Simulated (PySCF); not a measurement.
**Adding and removing an electron: GaCl**

PBE0; PySCF, no relativity, basis sets Ga def2-TZVPPD, Cl def2-TZVPPD. Neutral (UKS): singlet (closed shell), Re = 2.218 Å, ωe = 363 cm⁻¹, De = 4.85 eV, HOMO -7.51 eV, LUMO -1.72 eV.

GaCl⁺ (UKS): doublet (σ ↑), Re = 2.088 Å, ωe = 428 cm⁻¹, De = 1.13 eV to Ga⁺ + Cl. The energies at the minima are -2384.72857 hartree for GaCl and -2384.37159 for GaCl⁺.

Problem. Work out the adiabatic ionisation energy, without and with harmonic zero-point energies (1 hartree = 27.2114 eV, 1 eV = 8065.5 cm⁻¹), and the change of the bond length.

Solution. At PBE0: 0.35698 hartree = 9.714 eV between the minima; the zero-point term (428.0 − 363.0)/2 cm⁻¹ = +0.004 eV makes it 9.718 eV. Re changes by -13.0 pm against the neutral. Minus the HOMO energy is 7.51 eV, -2.20 eV from the value between the minima; self-interaction puts the Kohn–Sham level too high, less so with exact exchange. The electron leaves a σ orbital, and the shorter bond of the ion fits an antibonding orbital, or a change in how ionic the bond is.

GaCl⁻ (UKS): doublet (π ↑), Re = 2.403 Å, ωe = 240 cm⁻¹, De = 1.40 eV to Ga + Cl⁻. The energies at the minima are -2384.72857 hartree for GaCl and -2384.73320 for GaCl⁻.

Problem. Work out the adiabatic electron affinity, without and with harmonic zero-point energies (1 hartree = 27.2114 eV, 1 eV = 8065.5 cm⁻¹), and the change of the bond length.

Solution. At PBE0: 0.00463 hartree = 0.126 eV between the minima; the zero-point term (363.0 − 240.0)/2 cm⁻¹ = +0.008 eV makes it 0.134 eV. Re changes by +18.5 pm against the neutral. The electron enters a π orbital, and the longer bond of the ion fits an antibonding orbital, or a change in how ionic the bond is.

Spin–orbit coupling is left out. For an ion De counts to the pair picked by the measured ionisation energies or electron affinities, which need not be the lowest pair at this level. The highest Kohn–Sham level is positive in this anion. Much of that is self-interaction error, but it also means that the finite basis helps to hold the extra electron. States were picked by a PBE0 search and need not be the measured ground states.
